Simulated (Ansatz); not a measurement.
Process, species as SMILES: C#C[O-] → [C-]#CO
Geometries: B3LYP-D3(BJ)/def2-TZVP minima from Ansatz (a first-principles code).

Property: isomerisation energy (electronic energy difference), in kcal/mol. Correlated levels leave the core frozen unless marked. No spin-orbit coupling. No relativistic terms. Anions need diffuse functions: aug- sets have them; def2-D sets add few; the other sets have none. Basis-set limits of correlation are two-point, X^-3; Hartree-Fock from the larger set. The bracket is a focal-point correction in the basis named.

```tsv
level	program	isomerisation energy (kcal/mol)
HF/6-31G	Ansatz	47.5
HF/aug-cc-pVTZ	Ansatz	47.0
```

Q: What does RI-MP2/CBS(aug-cc-pVTZ,aug-cc-pVQZ)+[CCSD(T)-MP2]/aug-cc-pVTZ (Ansatz) give?

A: 48.5 kcal/mol, so HF/aug-cc-pVTZ differs from it by -1.5 kcal/mol.
